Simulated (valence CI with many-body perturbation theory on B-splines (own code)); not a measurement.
**Te38+: electric-dipole lines**

Method: configuration interaction combined with many-body perturbation theory (CI+MBPT): four valence electrons over a frozen Dirac-Fock core [Ne], a basis of 11 s, 11 p, 9 d, 7 f, 5 g, 2 h, 1 i functions for each j, with the one-electron correlation potential Σ1 (screened to all orders), the two-electron term Σ2, the three-electron term Σ3, Breit, model QED; selected single and double excitations, second order for the rest (own B-spline code, finite nucleus).

The last digits are not significant, and no measured levels were compared; by estimate large intervals hold to a few tenths of a per cent, small ones and those within an open d or f shell to about a per cent.

Lines 151 to 200 of 224 in falling wavelength, among levels below 3469.6 × 10³ cm⁻¹, chosen from the strongest by gf and those to the six lowest levels. Wavelengths and rates use the calculated energies. Electric multipoles are in the length gauge, E1 and E2 with the static RPA response of the core. Weak lines are less certain than strong ones. Lines between different terms over intervals too small for the method are left out, as are lines whose strength nearly cancels. Where a level lies close to another of its J and parity, the split of strength between their lines is uncertain. The highest levels of a list are the least certain.

Levels are named by their leading jj configuration (3d3/2^4 stands for four electrons in 3d with j = 3/2), which in mixed levels can hold well under half, so a name can repeat and another be missing. Letters in brackets count levels of one name in rising energy.

```
λ vac (nm)                           Upper                       Lower   A (s⁻¹)  S (a.u.) with core polarisation  S without
     6.738  (3s 3p1/2 3p3/2 3d5/2) J=2 [c]      (3s^2 3p1/2 3d5/2) J=3  1.63e+11                         1.23e-01   1.25e-01
     6.725  (3s 3p1/2 3p3/2 3d5/2) J=3 [a]      (3s^2 3p1/2 3d3/2) J=2  1.51e+10                         1.59e-02   1.62e-02
     6.708                (3s 3p3/2^3) J=2          (3s^2 3p3/2^2) J=2  3.18e+11                         2.37e-01   2.42e-01
     6.706  (3s 3p1/2 3p3/2 3d5/2) J=2 [c]      (3s^2 3p1/2 3d5/2) J=2  5.09e+10                         3.79e-02   3.87e-02
     6.656  (3s 3p1/2 3p3/2 3d5/2) J=3 [b]  (3s 3p1/2 3p3/2^2) J=2 [a]  9.08e+10                         9.25e-02   9.43e-02
     6.625      (3s 3p1/2 3p3/2^2) J=1 [b]      (3s^2 3p1/2 3p3/2) J=2  2.45e+11                         1.05e-01   1.08e-01
     6.621                (3s 3p3/2^3) J=1          (3s^2 3p3/2^2) J=0  2.45e+11                         1.05e-01   1.08e-01
     6.614      (3s 3p1/2 3p3/2^2) J=2 [b]      (3s^2 3p1/2 3p3/2) J=1  3.84e+10                         2.74e-02   2.79e-02
     6.613  (3s 3p1/2 3p3/2 3d3/2) J=1 [c]      (3s^2 3p1/2 3d3/2) J=2  2.57e+11                         1.10e-01   1.12e-01
     6.601  (3s 3p1/2 3p3/2 3d5/2) J=2 [b]      (3s^2 3p1/2 3d3/2) J=1  2.44e+10                         1.73e-02   1.77e-02
     6.551  (3s 3p1/2 3p3/2 3d3/2) J=2 [a]      (3s 3p1/2^2 3p3/2) J=2  2.71e+09                         1.88e-03   1.92e-03
     6.495             (3p1/2 3p3/2^3) J=2      (3s^2 3p1/2 3d5/2) J=2  3.01e+10                         2.04e-02   2.08e-02
     6.491  (3s 3p1/2 3p3/2 3d5/2) J=2 [a]      (3s^2 3p1/2 3d3/2) J=2  7.32e+09                         4.94e-03   5.05e-03
     6.416      (3s 3p1/2 3p3/2^2) J=1 [b]      (3s^2 3p1/2 3p3/2) J=1  1.15e+11                         4.51e-02   4.60e-02
     6.402  (3s 3p1/2 3p3/2 3d5/2) J=2 [c]      (3s^2 3p1/2 3d3/2) J=1  6.58e+09                         4.26e-03   4.34e-03
     6.379  (3s 3p1/2 3p3/2 3d3/2) J=1 [a]      (3s 3p1/2^2 3p3/2) J=2  4.91e+09                         1.89e-03   1.92e-03
     6.365  (3s 3p1/2 3p3/2 3d5/2) J=2 [b]      (3s 3p1/2 3p3/2^2) J=3  2.53e+10                         1.61e-02   1.64e-02
     6.361  (3s 3p1/2 3p3/2 3d5/2) J=3 [d]      (3s 3p1/2 3p3/2^2) J=3  1.94e+10                         1.72e-02   1.76e-02
     6.352  (3s 3p1/2 3p3/2 3d5/2) J=3 [b]      (3s^2 3p1/2 3d3/2) J=2  5.91e+09                         5.24e-03   5.34e-03
     6.320  (3s 3p1/2 3p3/2 3d3/2) J=2 [c]      (3s 3p1/2^2 3p3/2) J=1  3.42e+10                         2.13e-02   2.17e-02
     6.291  (3s 3p1/2 3p3/2 3d3/2) J=3 [a]      (3s 3p1/2^2 3p3/2) J=2  1.01e+10                         8.66e-03   8.83e-03
     6.276  (3s 3p1/2 3p3/2 3d3/2) J=1 [d]      (3s^2 3p1/2 3d3/2) J=2  3.30e+10                         1.21e-02   1.23e-02
     6.263  (3s 3p1/2 3p3/2 3d3/2) J=2 [b]      (3s 3p1/2^2 3p3/2) J=2  4.55e+10                         2.76e-02   2.81e-02
     6.181                (3s 3p3/2^3) J=1          (3s^2 3p3/2^2) J=2  2.51e+11                         8.77e-02   8.95e-02
     6.180  (3s 3p1/2 3p3/2 3d5/2) J=2 [c]      (3s 3p1/2 3p3/2^2) J=3  4.23e+10                         2.46e-02   2.52e-02
     6.118  (3s 3p1/2 3p3/2 3d3/2) J=1 [b]      (3s 3p1/2^2 3p3/2) J=1  1.31e+10                         4.45e-03   4.54e-03
     6.077  (3s 3p1/2 3p3/2 3d3/2) J=2 [f]      (3s^2 3p1/2 3d3/2) J=2  1.04e+11                         5.76e-02   5.88e-02
     5.841  (3s 3p1/2 3p3/2 3d3/2) J=1 [c]      (3s 3p1/2^2 3p3/2) J=1  3.22e+10                         9.49e-03   9.69e-03
     5.763  (3s 3p1/2 3p3/2 3d3/2) J=2 [c]      (3s 3p1/2^2 3p3/2) J=2  1.00e+10                         4.73e-03   4.82e-03
     5.758          (3s^2 3p3/2 3d5/2) J=2      (3s^2 3p1/2 3p3/2) J=2  1.44e+07                         6.77e-06   7.03e-06
     5.748  (3s 3p1/2 3p3/2 3d3/2) J=3 [b]      (3s 3p1/2^2 3p3/2) J=2  1.84e+11                         1.21e-01   1.23e-01
     5.747             (3p1/2 3p3/2^3) J=2  (3s 3p1/2 3p3/2^2) J=2 [a]  4.15e+10                         1.94e-02   1.98e-02
     5.647          (3s^2 3p3/2 3d3/2) J=2      (3s^2 3p1/2 3p3/2) J=2  3.35e+11                         1.49e-01   1.52e-01
     5.642          (3s^2 3p3/2 3d3/2) J=1      (3s^2 3p1/2 3p3/2) J=2  4.73e+10                         1.26e-02   1.28e-02
     5.634  (3s 3p1/2 3p3/2 3d3/2) J=2 [d]      (3s 3p1/2^2 3p3/2) J=2  9.25e+10                         4.08e-02   4.17e-02
     5.632          (3s^2 3p3/2 3d3/2) J=3      (3s^2 3p1/2 3p3/2) J=2  3.16e+11                         1.95e-01   1.99e-01
     5.600          (3s^2 3p3/2 3d5/2) J=2      (3s^2 3p1/2 3p3/2) J=1  5.03e+08                         2.18e-04   2.22e-04
     5.594  (3s 3p1/2 3p3/2 3d3/2) J=1 [b]      (3s 3p1/2^2 3p3/2) J=2  1.94e+11                         5.02e-02   5.12e-02
     5.592  (3s 3p1/2 3p3/2 3d3/2) J=2 [e]      (3s 3p1/2^2 3p3/2) J=2  2.38e+11                         1.02e-01   1.05e-01
     5.577  (3s 3p1/2 3p3/2 3d3/2) J=1 [d]      (3s 3p1/2^2 3p3/2) J=1  4.03e+11                         1.04e-01   1.06e-01
     5.570  (3s 3p1/2 3p3/2 3d5/2) J=1 [a]      (3s 3p1/2^2 3p3/2) J=2  1.14e+11                         2.92e-02   2.98e-02
     5.522  (3s 3p1/2 3p3/2 3d3/2) J=0 [b]      (3s 3p1/2^2 3p3/2) J=1  1.62e+11                         1.35e-02   1.38e-02
     5.495          (3s^2 3p3/2 3d3/2) J=2      (3s^2 3p1/2 3p3/2) J=1  1.69e+11                         6.91e-02   7.05e-02
     5.493          (3s^2 3p1/2 3d3/2) J=1          (3s^2 3p1/2^2) J=0  4.73e+11                         1.16e-01   1.18e-01
     5.490          (3s^2 3p3/2 3d3/2) J=1      (3s^2 3p1/2 3p3/2) J=1  3.62e+11                         8.88e-02   9.06e-02
     5.460  (3s 3p1/2 3p3/2 3d3/2) J=3 [c]      (3s 3p1/2^2 3p3/2) J=2  6.73e+09                         3.79e-03   3.86e-03
     5.452          (3s^2 3p3/2 3d3/2) J=0      (3s^2 3p1/2 3p3/2) J=1  3.59e+11                         2.87e-02   2.93e-02
     5.435  (3s 3p1/2 3p3/2 3d5/2) J=3 [a]      (3s 3p1/2^2 3p3/2) J=2  3.71e+10                         2.06e-02   2.10e-02
     5.419  (3s 3p1/2 3p3/2 3d3/2) J=2 [f]      (3s 3p1/2^2 3p3/2) J=1  2.17e+11                         8.52e-02   8.69e-02
     5.362  (3s 3p1/2 3p3/2 3d3/2) J=1 [c]      (3s 3p1/2^2 3p3/2) J=2  4.70e+08                         1.07e-04   1.10e-04
```
